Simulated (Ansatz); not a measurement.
Basis-set extrapolation for B$_{2}$H$_{8}$N$_{2}$Si, SMILES `BNBN[SiH3]` (PBE0-D4/def2-TZVP geometry, frozen core, Ansatz 0.2.0). Multiplicity 1, RHF reference.

```tsv
	def2-TZVPP	def2-QZVPP
HF	-452.064639	-452.082074
MP2 correlation	-0.749628	-0.801599
CCSD(T) correlation	-0.833516	not run
```

Energies in hartree. Use E(X) = E(∞) + A·exp(−7.88·√X) for Hartree–Fock and E(X) = E(∞) + B·X^(−2.97) for correlation, with X = 3 and 4, and add CCSD(T) minus MP2 of the smaller set to the MP2 limit.

Task: What is the CCSD(T) energy at the basis-set limit?

Result: HF limit: -452.082074 + (-0.017435) × 0.13774 = -452.08448. MP2 limit: -0.801599 + (-0.051971) × 0.74074 = -0.84010. Higher-order term: -0.833516 − (-0.749628) = -0.08389. Total: -453.00847 hartree, 289.6 kJ/mol below CCSD(T)/def2-TZVPP.
